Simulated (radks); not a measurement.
The numbers below are computed, except where a source is named.
Numerical settings for neutral iridium, [Xe] 4f14 5d7 6s2. Level of theory: scalar-relativistic Kohn-Sham, PBEsol, spin-polarised, spherical densities, finite nucleus; open shells are filled with parallel spins first (spin-orbit coupling, left out, can overturn this in heavy ions); Fermi nuclear charge, rms radius 5.4032 fm (a radial shooting solver on a logarithmic mesh with Libxc functionals). The defaults (mesh step 0.008 in ln r, mesh end at 40 bohr or more with all orbitals vanishing there, Anderson mixing 0.5 over 9 steps, residual threshold near 1e-9 with the energy settled to 1e-9 hartree or 1e-11 of itself, here a cap of 97 iterations) give E = -17819.110 hartree and 6s at -5.857 eV in 15 iterations. Run on one thread of a shared host, so times are rough (Arm Neoverse N1): 0.38 s of CPU time, 0.38 s wall, 15 iterations on 2440 mesh points. Changes against that run (0 stands for a change within the tolerance of the run):

setting                    iterations         converged  E (mhartree)  e(6s) (meV)  CPU (s)
mesh step in ln r 0.005            15               yes             0            0      0.6
mesh step in ln r 0.2               4                no      diverged            -     0.01
mesh step in ln r 0.012            15               yes             0            0     0.27
mesh end (bohr) 5                  14               yes          +108    +2.44e+03     0.33
mesh end (bohr) 3                  14  level above zero     +2.25e+03    +2.62e+04     0.29
residual threshold 0.01            10               yes             0      -0.0966     0.29
residual threshold 0.1             10               yes             0      -0.0966     0.29
mixing 0.01                        27               yes             0            0     0.64
linear mixing, mixing 0.5          30               yes             0            0     0.61
linear mixing, mixing 0.2          88               yes             0            0      1.6
mixing history 2                   26               yes             0            0     0.57
iteration cap 2                     2                no          +725    -6.47e+03     0.08

Settled on a wrong energy, with an occupied level pushed above zero by the early mesh end: mesh end (bohr) 3 (+2.25 hartree). Apart from these: settings that end as converged yet miss the energy by more than 1 mhartree: mesh end (bohr) 5 (+0.108 hartree). A mesh that ends early acts as a hard wall.
